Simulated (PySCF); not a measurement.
## Structure elucidation problem

The spectra below were simulated for a compound C6H3F3O3.

¹H NMR (500 MHz, computed): δ 2.12 (m, 3H).

¹³C{¹H} NMR (computed): δ 166.0 (C), 165.6 (C), 162.9 (C), 126.1 (C), 123.8 (C), 26.7 (CH3).

PySCF 2.14.0 with density-fitted response routines calculation with structure optimised with GFN2-xTB and σ from GIAO-PBE0/pcSseg-1; single conformer, equivalent nuclei averaged, no solvent, no relativistic terms.

Scale: TMS for ¹H (31.72 ppm) and ¹³C (186.93 ppm) (reference shieldings calculated alike).

What is the structure?

## Answers


- The formula gives 4 degrees of unsaturation (1 ring in the answer).
- 6 carbon signals for 6 carbons: no two carbons are equivalent.
- Carbon types of the structure: 5 × C, 1 × CH3, which accounts for all hydrogens.
- δC 166.0, 126.1: β carbon of a C=C–C=O unit.
- δC 165.6, 162.9: anhydride carbonyl carbon; it is a carbonyl in resonance with an O or N lone pair, the region of acids, esters and amides.
- δC 123.8: allylic fully substituted sp3 carbon bonded to 2 F; 2 electronegative neighbours deshield it.
- δC 26.7: methyl carbon; aliphatic region, no heteroatom directly attached.
- δH 2.12: hydrogen on a methyl carbon.

The compound is `CC(F)(F)C1=C(F)C(=O)OC1=O`.

The shifts were computed for this structure.

Splittings by ¹⁹F in the carbon and heteronuclear signals aren't shown, as no couplings were computed. Shifts are as computed. Against solution values, carbons near 30 ppm lie about +3 ppm off and those near 130 ppm about +5 ppm. Of 1211 compounds with measured shifts, 218 miss one by over three times the rms of a fit or turn the order of signals round; such compounds aren't used in these exercises.
